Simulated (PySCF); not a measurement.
Species: C7H16P2.
SMILES with atom numbers: `[CH3:1][CH2:2][P:3]1[CH2:4][CH2:5][P:6]([CH3:7])[CH2:8][CH2:9]1`

Structure used (GFN2-xTB), in Å, numbered top down from 1:
```xyz
25
C7H16P2 angstrom
C     -3.665    0.211    0.614
C     -2.534    0.832   -0.194
P     -0.891    0.679    0.672
C     -0.535   -1.111    0.297
C      0.938   -1.429    0.522
P      1.992   -0.691   -0.823
C      3.629   -0.820    0.026
C      1.636    1.097   -0.448
C      0.164    1.418   -0.674
H     -4.619    0.366    0.113
H     -3.718    0.664    1.603
H     -3.513   -0.859    0.737
H     -2.470    0.372   -1.185
H     -2.720    1.902   -0.327
H     -0.822   -1.339   -0.734
H     -1.151   -1.717    0.970
H      1.266   -1.056    1.498
H      1.095   -2.513    0.500
H      3.583   -0.420    1.038
H      3.927   -1.866    0.061
H      4.371   -0.270   -0.551
H      2.259    1.701   -1.117
H      1.922    1.325    0.584
H      0.008    2.502   -0.653
H     -0.162    1.045   -1.651
```

NICS is the negative of the GIAO shielding at a point without a nucleus: at the ring centre (0) and 1 Å above and below it (1); zz is the component along the ring normal. Level: GIAO PBE0/pcSseg-1 (PySCF, non-relativistic, gas phase) on the GFN2-xTB geometry, one conformer.

Ring bond lengths (Å), with Mayer bond orders in brackets: P3–C4 1.863 (0.94), C4–C5 1.524 (1.04), C5–P6 1.861 (0.95), P6–C8 1.862 (0.95), C8–C9 1.524 (1.04), C9–P3 1.863 (0.94).

Q: Give the NICS values of each ring in ppm.

A: 
| ring | type | NICS(0) | NICS(1), two faces | NICS(1)zz, two faces | rms pucker (Å) | centre to ring atoms, mean (Å) |
| --- | --- | --- | --- | --- | --- | --- |
| P3–C4–C5–P6–C8–C9 | 6-membered ring with 2 P; formal bonds all single | -3.9 | -3.0 / -3.0 | 4.3 / 4.3 | 0.32 | 1.65 |

Q: What do they say, and how far can they be read as aromaticity?

A: 
- P3–C4–C5–P6–C8–C9: mean NICS(1)zz 4.3 ppm, deshielded. C4, C5, C8, C9 have four or more neighbours, and the NICS criterion for π rings isn't applied.

Q: At the first NICS(1) probe listed for ring P3–C4–C5–P6–C8–C9, 1 Å off the ring, how large is the induced field along the normal in 14.1 T applied along it?

A: NICSzz × B0 = 4.3 ppm × 14.1 T = 61 μT, along the applied field.

Q: How shielded are the nuclei of the rings and their hydrogens (means over atoms taken as equivalent)?

A: 
```csv
atoms,environment,σ isotropic (ppm)
P3,phosphine phosphorus,369.6
C4 (×2),sp3 carbon bound to phosphorus,156.7
C5 (×2),sp3 carbon bound to phosphorus,154.8
P6,phosphine phosphorus,383.7
H15 (×4),methylene hydrogen,29.99
H17 (×4),methylene hydrogen,30.03
```
